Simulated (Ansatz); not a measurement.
Ideal-gas functions of `S/C=[CH]\[InH2]` at 800 K and 1 bar, from an Ansatz frequency run at PBE0-D4/def2-TZVP.

Molar mass 175.95 g/mol, point group Cs (symmetry number 1), electronic degeneracy 1, moments of inertia 55.724, 427.125, 482.848 u Å². Harmonic wavenumbers (cm⁻¹, unscaled): 118, 137, 231, 332, 385, 420, 530, 561, 617, 702, 739, 963, 988, 1183, 1335, 1590, 1794, 1828, 2674, 3122, 3153.

Use S(trans) = R[1.5 ln M + 2.5 ln T − 1.1517]; rotational temperatures θ = 24.2544 K / I; S(rot) = R[ln(√π/σ · √(T³/θAθBθC)) + 1.5]; for each mode x = 1.438777 ν̃/T, S = R[x/(eˣ − 1) − ln(1 − e⁻ˣ)] and H = RT x/(eˣ − 1); 1 cm⁻¹ = 0.0119627 kJ/mol; R = 8.31446 J/(mol·K).

Question: By hand: the entropy, in J/(mol·K).

Answer: Translation 193.9. Rotation: θ = 0.4353, 0.0568, 0.0502 K, giving 128.4. Vibration, mode by mode: 21.22, 19.98, 15.68, 12.72, 11.53, 10.84, 9.02, 8.58, 7.86, 6.91, 6.54, 4.71, 4.55, 3.45, 2.78, 1.94, 1.45, 1.38, 0.40, 0.20, 0.19, in all 151.9. Electronic 0.0. Sum 474.2 J/(mol·K).

Question: By hand: H − E and G − E in kJ/mol, counted from the electronic energy.

Answer: Zero-point energy ½ × 23402 × 0.0119627 = 140.0; thermal vibration 60.9; translation, rotation and pV give 4 RT = 26.6. H − E = 227.5 kJ/mol, and G − E = 227.5 − 800 × 474.2/1000 = -151.9 kJ/mol.

Vibration gives 32 % of the entropy, 41.2 J/(mol·K) of it from the modes under 150 cm⁻¹: soft modes count most, and the harmonic formula is weakest for them. The sum counts one conformer and one mirror image; others add a mixing term.
